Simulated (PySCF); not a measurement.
## Frontier orbitals and the lowest excitations

Species: C₇H₇N.
Structure used (GFN2-xTB), in Å, numbered top down from 1:
```xyz
15
C7H7N angstrom
C     -2.2133   -1.5834    0.8526
C     -1.6159   -0.5922    0.5335
C     -0.8691    0.5562    0.1676
C     -1.4356    1.5727   -0.4764
C      0.5900    0.5209    0.5366
C      1.3118   -0.5784   -0.2624
C      2.7006   -0.6524    0.1076
N      3.8017   -0.6910    0.4124
H     -2.7554   -2.4390    1.1262
H     -0.8697    2.4444   -0.7584
H     -2.4811    1.5655   -0.7331
H      0.6936    0.3107    1.6048
H      1.0491    1.4895    0.3290
H      1.2467   -0.3679   -1.3343
H      0.8422   -1.5478   -0.0700
```

Method: PySCF 2.14.0, density-fitted response routines, TDDFT PBE0/def2-SVPD, vertical, gas phase, core orbitals frozen in the response.

Frontier orbitals with the atoms that hold most of them (Löwdin shares over 4%, at most four atoms; ? is withheld):

```
orbital  ε (eV)                           atoms
 LUMO+2    0.59    C1 30%, C2 24%, H9 9%, N8 6%
 LUMO+1    0.37  C7 14%, C6 13%, C1 10%, C4 10%
   LUMO       ?  C4 30%, C3 22%, C1 16%, C2 12%
   HOMO   -7.54                               ?
 HOMO-1   -8.52                               ?
 HOMO-2   -9.40   N8 36%, C7 26%, C6 10%, C5 6%
 HOMO-3   -9.48   N8 42%, C7 31%, C6 9%, H15 4%
```

Q: Which atoms hold the HOMO-1, and with what shares?

A: C1 (bonded to C and H) 42%; C2 (bonded to 2 C) 39%; C3 (bonded to 3 C) 5%; H9 (bonded to C) 4%. By element: carbon 86% or more, hydrogen 4% or more.

Q: Which atoms hold the HOMO, and with what shares?

A: C4 (bonded to C and 2 H) 26%; C1 (bonded to C and H) 24%; C3 (bonded to 3 C) 19%; C2 (bonded to 2 C) 19%.

Q: What is the LUMO energy, and the HOMO–LUMO gap?

A: ε(LUMO) = -1.29 eV; the gap is 6.25 eV (0.2296 hartree).

Q: The HOMO–LUMO gap is 6.25 eV. Where does the response calculation put the lowest singlet, and from which orbitals?

A: S1 is at 5.50 eV (f = 0.0002), 0.75 eV below the gap, made of HOMO-1→LUMO (97%). Its leading pair isn't HOMO and LUMO; the energies of that pair differ by 7.23 eV. Without the coupling terms of the response equations the lowest excitation would equal the gap.

Q: Give energy, strength and leading configuration of S1, S2, S4 and S5, and follow the Löwdin shares of the leading atoms from the occupied to the empty orbital.

A: 
- S1 (5.50 eV, f 0.0002), HOMO-1→LUMO (97%): C1 42% → 16%, C2 39% → 12%, C4 at most 4% → 30%, C3 5% → 22%
- S2 (5.72 eV, f 0.248), HOMO→LUMO (86%): C4 26% → 30%, C1 24% → 16%, C3 19% → 22%
- S4 (6.83 eV, f 0.0001), HOMO→LUMO+1 (94%): C4 26% → 10%, C1 24% → 10%, C7 at most 13% → 14%, C6 at most 13% → 13%
- S5 (7.18 eV, f 0.089), HOMO-2→LUMO (72%): N8 36% → at most 13%, C7 26% → at most 13%, C4 at most 6% → 30%, C3 at most 6% → 22%

Löwdin shares depend on the basis, the more so with diffuse functions.

One conformer stands for the species.
